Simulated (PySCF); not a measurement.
PySCF job for B(CF3)(Cl)(F) (CBClF4), SMILES FC(F)(B(F)Cl)F, ωB97X-D3(BJ)/def2-SVP. 

```python
import numpy as np
from pyscf import gto, scf, dft
import os
os.environ['JAX_PLATFORMS'] = 'cpu'
from ase import Atoms, units
from ase.calculators.calculator import Calculator, all_changes
from sella import Sella

mol = gto.M(
    atom='''
    B     0.07844127    0.06406300    0.76877624
    C     0.23660464   -0.36738110   -0.81545470
    F    -0.63141766    0.25314092   -1.63443916
    F     0.04775252   -1.68721365   -1.00693157
    F     1.46355085   -0.09133150   -1.29851217
    Cl   -1.03932099    1.19839272    1.28998944
    F     0.88196126   -0.52889632    1.61977473
    ''',
    basis='def2-SVP',
    charge=0,
    spin=0,
    max_memory=1600,
    verbose=3,
)
mf = dft.RKS(mol, xc='wb97x-d3bj').density_fit(auxbasis='def2-universal-jkfit')
mf.grids.level = 3
mf.conv_tol = 1e-9
mf.max_cycle = 100
mf.kernel()
grad = mf.nuc_grad_method()
grad.grid_response = mol.nao <= 150
scan = grad.as_scanner()
scan.verbose = scan.base.verbose = 0
class SCF(Calculator):
    implemented_properties = ['energy', 'forces']
    def calculate(self, atoms=None, properties=None, system_changes=all_changes):
        super().calculate(atoms, properties, system_changes)
        e, g = scan(mol.set_geom_(self.atoms.positions, unit='Angstrom', inplace=False))
        assert scan.converged
        self.results = {'energy': float(e) * units.Hartree, 'forces': -np.asarray(g) * units.Hartree / units.Bohr}
atoms = Atoms(mol.elements, mol.atom_coords(unit='Angstrom'), calculator=SCF())
conv = Sella(atoms, order=0, internal=True, allow_fragments=True).run(fmax=0.002, steps=150)
mol_eq = mol.set_geom_(atoms.positions, unit='Angstrom', inplace=False)
print(mol_eq.tostring(format='xyz'))
mf.reset(mol_eq)
mf.verbose = 3
mf.kernel()
```

Log of the run:

```
converged SCF energy = -922.190896669481
     Step          Energy         fmax         cmax       rtrust          rho
Sella   0   -25094.092477       2.0442       0.0000       0.1000       1.0000
Sella   1   -25094.160865       2.0442       0.0000       0.1000       1.1518
Sella   2   -25094.171075       1.0960       0.0000       0.1000       0.9352
Sella   3   -25094.156489       0.5352       0.0000       0.0900      -0.7155
Sella   4   -25094.177654       0.8127       0.0000       0.0900       1.0036
Sella   5   -25094.177848       0.0788       0.0000       0.0900       0.8263
Sella   6   -25094.177896       0.0379       0.0000       0.0900       1.4073
Sella   7   -25094.177914       0.0170       0.0000       0.0900       1.1346
Sella   8   -25094.177915       0.0026       0.0000       0.0900       1.2697
7
XYZ from PySCF
B           0.09490801        0.04238723        0.73570918
C           0.23092222       -0.36485824       -0.82331863
F          -0.63875346        0.26408822       -1.61971355
F           0.03972925       -1.68872257       -0.97000620
F           1.47116925       -0.07836521       -1.26103114
Cl         -1.06136311        1.21412472        1.27466743
F           0.90095974       -0.54788008        1.58689571
converged SCF energy = -922.194036454486
```

The run converged.
